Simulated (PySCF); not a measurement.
Job file and geometry (Å, from GFN2-xTB) of an NMR shielding run on `InChI=1S/C2H6BFN2/c1-2(4)3(5)6/h1,5-6H2`, GIAO PBE0/pcSseg-1 NMR shielding, non-relativistic, gas phase (PySCF); density fitting, a coarse starting grid and PySCF grid level 2 are the driver's defaults:

```
{"job": {"kind": "nmr", "xc": "PBE0", "basis": "pcSseg-1"}, "charge": 0, "multiplicity": 1}
C      1.888531     0.680845    -0.389293
C      0.783472     0.024034    -0.711421
F      0.772408    -0.567326    -1.949330
B     -0.538977    -0.186697     0.123730
N     -0.669170     0.374768     1.401722
N     -1.566499    -0.945006    -0.448007
H      1.976291     1.172520     0.560851
H      2.730645     0.746878    -1.058392
H      0.044392     0.922978     1.842962
H     -1.491781     0.263278     1.966159
H     -2.445900    -1.135581    -0.002716
H     -1.482212    -1.351376    -1.362292
```

**Question.** What does the program print?

**Answer.** 
```
coarse grid: 10192 points
cycle   1  E = -313.5954654409  dE =  7.151e-01  |g| = 6.303e-01  |ddm| = 2.952e+00
cycle   2  E = -313.5672375423  dE =  2.823e-02  |g| = 7.730e-01  |ddm| = 8.326e-01
cycle   3  E = -313.6745881260  dE = -1.074e-01  |g| = 8.352e-02  |ddm| = 4.434e-01
cycle   4  E = -313.6760181380  dE = -1.430e-03  |g| = 2.707e-02  |ddm| = 7.799e-02
cycle   5  E = -313.6761622685  dE = -1.441e-04  |g| = 9.118e-03  |ddm| = 2.260e-02
cycle   6  E = -313.6761781568  dE = -1.589e-05  |g| = 2.035e-03  |ddm| = 6.054e-03
cycle   7  E = -313.6761789559  dE = -7.991e-07  |g| = 7.935e-04  |ddm| = 1.689e-03
final grid: 99448 points
cycle   8  E = -313.7099170948  dE = -2.829e-05  |g| = 9.143e-03  |ddm| = 2.354e-02
cycle   9  E = -313.7099074288  dE =  9.666e-06  |g| = 1.188e-02  |ddm| = 1.263e-02
cycle  10  E = -313.7099345173  dE = -2.709e-05  |g| = 1.283e-03  |ddm| = 6.905e-03
cycle  11  E = -313.7099348003  dE = -2.830e-07  |g| = 2.487e-04  |ddm| = 1.043e-03
cycle  12  E = -313.7099348095  dE = -9.149e-09  |g| = 1.341e-04  |ddm| = 2.420e-04
cycle  13  E = -313.7099348139  dE = -4.400e-09  |g| = 2.112e-05  |ddm| = 1.015e-04
cycle  14  E = -313.7099348140  dE = -8.083e-11  |g| = 1.115e-05  |ddm| = 2.116e-05
converged SCF energy = -313.7099348140

GIAO shielding tensors (ppm)
atom      isotropic    diamagn.    paramagn.     s11        s22        s33       span
  0 C       79.858     257.420    -177.562    -35.319    111.891    163.003    198.322
  1 C        4.770     254.055    -249.285   -104.935     48.255     70.989    175.924
  2 F      283.584     475.871    -192.287    155.454    296.313    398.986    243.533
  3 B       79.432     193.579    -114.147     44.848     80.907    112.540     67.693
  4 N      210.386     317.411    -107.024    163.603    215.883    251.673     88.069
  5 N      203.837     316.896    -113.060    150.759    219.467    241.284     90.525
  6 H       26.871      32.941      -6.070     24.523     25.472     30.616      6.093
  7 H       26.267      29.567      -3.300     23.252     25.029     30.520      7.268
  8 H       29.322      32.655      -3.334     22.842     27.495     37.628     14.786
  9 H       29.595      31.089      -1.494     23.381     27.045     38.359     14.978
 10 H       29.495      30.862      -1.367     23.620     26.889     37.975     14.355
 11 H       28.778      31.327      -2.550     21.983     27.527     36.824     14.842
```

Size and cost of the density-fitted run: 132 basis functions, 16 s wall time on 1 thread of an x86-64 server CPU, shared host.
